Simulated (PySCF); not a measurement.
## Zn: excitation energy

Zn [Ar] 3d10 4s2 (1S) → Zn [Ar] 3d10 4s1 5s1 (3S), as a difference of total energies. Calculation: PySCF 2.14, in x2c-TZVPPall with one added diffuse shell each of s, p, d, f type (7s6p5d3f1g, 80 functions); the spin-free X2C one-electron Hamiltonian (Gaussian nucleus). Correlated levels: valence: [Ar] frozen; valence and next inner shell: [Ne] frozen. The calculations carry no spin-orbit coupling.

**Question.** Order these methods by the excitation energy they give, lowest first.
A. MP2 (valence)
B. wB97M-V
C. PBE0
D. UHF

**Answer.** D (42375 cm⁻¹), C (51910 cm⁻¹), A (52451 cm⁻¹), B (54251 cm⁻¹).

Errors of the correlated levels include the incompleteness of this basis and the frozen core.

For comparison: 53672 cm⁻¹ (measured; NIST levels).
